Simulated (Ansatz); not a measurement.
Harmonic frequencies (cm⁻¹) at PBE0-D4/def2-TZVP from Ansatz: 524, 634, 644, 920, 2044, 2686.

(1) Which molecule is it?
A. `F[Si]Br`
B. `[SiH]S`
C. `O[Si]Br`
D. `S[Si]S`

## Answers

(1) B.
